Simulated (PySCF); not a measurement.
**Partial charges of `F[C@@H]1CCC=C[C@@H]1C[SiH3]`**

Species: C₇H₁₃FSi.
Structure used (GFN2-xTB), in Å, numbered top down from 1:
```
atom  x, y, z in Å
F1    -0.6367    1.5400    1.9588
C2    -0.9240    1.0607    0.6914
C3    -1.8342   -0.1543    0.7929
C4    -2.2819   -0.5585   -0.6091
C5    -1.1386   -0.5471   -1.5769
C6     0.0244    0.0383   -1.3420
C7     0.3726    0.7362   -0.0613
C8     1.3388   -0.1128    0.7776
Si9    3.0610   -0.3290    0.0021
H10   -1.4517    1.8804    0.1838
H11   -1.2886   -0.9721    1.2654
H12   -2.6935    0.0858    1.4214
H13   -2.7348   -1.5526   -0.5852
H14   -3.0501    0.1350   -0.9690
H15   -1.3197   -1.0391   -2.5229
H16    0.8103    0.0120   -2.0832
H17    0.8746    1.6830   -0.2940
H18    1.4478    0.3649    1.7533
H19    0.8949   -1.0936    0.9570
H20    3.0006   -1.2301   -1.1516
H21    3.5715    0.9760   -0.4260
H22    3.9470   -0.9036    1.0151
```

Density: PBE0/pcSseg-1 (PySCF); schemes: Mulliken, IAO, Hirshfeld and ESP-fitted. Isolated species at its GFN2-xTB geometry (one conformer only).

Q: What partial charge does each atom carry?

A: In e; atoms taken as equivalent share a row and are averaged (×n: the atom named and its like, n in all):

```csv
atom,environment,Mulliken,IAO,Hirshfeld,ESP-fitted
F1,alkyl fluorine,-0.340,-0.336,-0.113,-0.273
C2,sp3 C–F carbon,+0.241,+0.184,+0.065,+0.065
C3,ring CH2 carbon,-0.207,-0.274,-0.079,+0.027
C4,allylic carbon,-0.194,-0.267,-0.066,-0.155
C5,alkene CH carbon,-0.153,-0.158,-0.046,+0.005
C6,alkene CH carbon,-0.110,-0.167,-0.050,-0.547
C7,allylic carbon,-0.296,-0.123,-0.035,+0.326
C8,sp3 carbon bound to silicon,-0.457,-0.533,-0.160,-0.384
Si9,SiH3 silicon,+0.491,+0.596,+0.313,+0.357
H10,methine hydrogen,+0.101,+0.131,+0.037,+0.088
H11,methylene hydrogen,+0.125,+0.136,+0.038,+0.018
H12,methylene hydrogen,+0.131,+0.147,+0.043,+0.041
H13,methylene hydrogen,+0.135,+0.148,+0.047,+0.075
H14,methylene hydrogen,+0.137,+0.144,+0.043,+0.062
H15,vinylic hydrogen,+0.096,+0.147,+0.045,+0.097
H16,vinylic hydrogen,+0.111,+0.145,+0.043,+0.206
H17,methine hydrogen,+0.137,+0.139,+0.039,+0.018
H18,methylene hydrogen,+0.158,+0.158,+0.035,+0.114
H19,methylene hydrogen,+0.143,+0.142,+0.035,+0.150
H20/H21/H22,Si–H hydrogen,-0.083,-0.120,-0.079,-0.096
```

Mean size of the charges over all atoms: IAO 0.202 e, Mulliken 0.182 e, ESP-fitted 0.150 e, Hirshfeld 0.071 e. Each set sums to the total charge, 0, to within 0.001 e. The IAO scheme projects the occupied orbitals on a minimal set of polarised atomic orbitals and counts the electrons in each atom's part of it. The Mulliken scheme counts on each atom the diagonal of the density matrix times the overlap matrix over that atom's basis functions.

Lowest charge. The schemes don't all agree: Mulliken C8 (-0.457); IAO C8 (-0.533); Hirshfeld C8 (-0.160); ESP-fitted C6 (-0.547).

Highest charge. All schemes agree: Mulliken Si9 (+0.491); IAO Si9 (+0.596); Hirshfeld Si9 (+0.313); ESP-fitted Si9 (+0.357).

Q: How many electrons does the Mulliken scheme count on C4?

A: Z − q = 6 − (-0.194) = 6.194.

Q: Sum the charges by element, for elements with more than one atom.

A: 
```tsv
element	atoms	Mulliken	IAO	Hirshfeld	ESP-fitted
C	7	-1.176	-1.338	-0.370	-0.662
H	13	+1.024	+1.078	+0.170	+0.578
```

Q: How closely do the schemes follow one another over all atoms?

A: Correlation coefficient and root-mean-square difference: Mulliken with IAO 0.97, 0.058 e; IAO with Hirshfeld 0.95, 0.152 e; Mulliken with Hirshfeld 0.92, 0.134 e; IAO with ESP-fitted 0.71, 0.170 e; Hirshfeld with ESP-fitted 0.69, 0.155 e; Mulliken with ESP-fitted 0.60, 0.187 e.

The run behind these numbers computed NMR shieldings as well. Time: 97 s; peak memory 1.0 GiB. Hardware: an Arm Neoverse N1 with one thread, shared host.
